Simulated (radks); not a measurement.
All-electron atom: Lu11+ in [Kr] 4d10 4f12 5s2.

Calculated with a radial shooting solver on a logarithmic mesh with Libxc functionals: non-relativistic Kohn-Sham, TPSS, spin-polarised, spherical densities, point nucleus; open shells are filled with parallel spins first (spin-orbit coupling, left out, can overturn this in heavy ions); meta-GGA in the generalised Kohn-Sham scheme; relativity is left out, which matters for an element this heavy.

Energy parts (Ry):
total: -27636.2125
kinetic: 27629.4429
electron-nucleus: -64914.3394
Hartree: 10207.0432
exchange-correlation: -558.3593

Orbitals (lengths in bohr, moments of r in powers of bohr):
orbital,occ.,eigenvalue (Ry),<1/r>
1s down,1,-4315.301,70.47
1s up,1,-4315.301,70.47
2s up,1,-714.6590,16.49
2s down,1,-714.6574,16.49
2p up,3,-684.0427,16.51
2p down,3,-684.0418,16.51
3s up,1,-172.2146,6.312
3s down,1,-172.1246,6.315
3p up,3,-158.1968,6.256
3p down,3,-158.1134,6.258
3d up,5,-132.1695,6.170
3d down,5,-132.1063,6.172
4s up,1,-45.11973,2.714
4s down,1,-44.96269,2.712
4p up,3,-39.35403,2.622
4p down,3,-39.19596,2.620
4d up,5,-28.93143,2.428
4d down,5,-28.77131,2.426
5s up,1,-16.30690,1.192
5s down,1,-16.23209,1.188
4f up,7,-15.49583,2.041
4f down,5,-15.33518,2.035

The highest occupied level is 4f down at -208.65 eV. Spin moment in Bohr magnetons: 2. Virial ratio -V/T = 2.00025. The spin density at the nucleus is -0.230 e/bohr^3 (1s 0.005, 2s -0.153, 3s -2.478, 4s 1.042, 5s 1.354). Summed over all electrons, <r^2> = 14.89 bohr^2, which gives a Langevin (diamagnetic) susceptibility term of -11.8 x 10^-6 cm^3/mol. For comparison, the ionisation energy in NIST's Atomic Spectra Database is 238 eV (theoretical). In exact Kohn-Sham theory the highest level is minus the ionisation energy, but local and semilocal functionals leave it too shallow, through self-interaction and a potential that decays too fast; potentials with the right tail come closer. The density falls to 0.001 e/bohr^3 at r = 2.20 bohr.
